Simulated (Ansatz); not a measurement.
System: C4H10OSe, net charge 0, singlet state. 
Structure (B3LYP-D3(BJ)/def2-TZVP (Ansatz, a first-principles code) minimum search):
SMILES: OCCCC[SeH]
```xyz
16

O     -3.5778    -0.2272     0.7476
C     -3.2382    -0.1524    -0.6343
C     -1.8530    -0.7081    -0.9410
C     -0.7306     0.0521    -0.2338
C      0.6325    -0.5683    -0.4899
Se     2.1364     0.4174     0.3334
H     -3.6388    -1.1557     0.9972
H     -3.2809     0.9094    -0.8842
H     -3.9908    -0.6655    -1.2447
H     -1.7000    -0.6777    -2.0254
H     -1.8228    -1.7674    -0.6577
H     -0.9325     0.0726     0.8388
H     -0.7259     1.0931    -0.5671
H      0.6789    -1.5982    -0.1391
H      0.8764    -0.5695    -1.5533
H      1.6573     0.2455     1.7149
```

Dipole moments at this geometry, in debye (magnitudes).

| level | program | dipole (D) |
|---|---|---|
| PBE/def2-TZVPD | Ansatz | 2.51 |
| BLYP/def2-TZVPD | Ansatz | 2.49 |
| revPBE/def2-TZVPD | Ansatz | 2.50 |
| r2SCAN/def2-TZVPD | Ansatz | [?] |
| B97M-V/def2-TZVPD | Ansatz | 2.49 |
| B3LYP/def2-TZVPD | Ansatz | 2.55 |
| PBE0/def2-TZVPD | Ansatz | 2.57 |
| BHLYP/def2-TZVPD | Ansatz | 2.63 |
| r2SCANh/def2-TZVPD | Ansatz | 2.60 |
| r2SCAN0/def2-TZVPD | Ansatz | 2.62 |
| HSE06/def2-TZVPD | Ansatz | 2.57 |
| wB97M-V/def2-TZVPD | Ansatz | 2.52 |
| CCSD(T)/aug-cc-pVDZ | Ansatz | [?] |

**Question.** Fill in the missing entries.

**Answer.** 
- r2SCAN/def2-TZVPD, dipole (D): 2.59
- CCSD(T)/aug-cc-pVDZ, dipole (D): 2.51
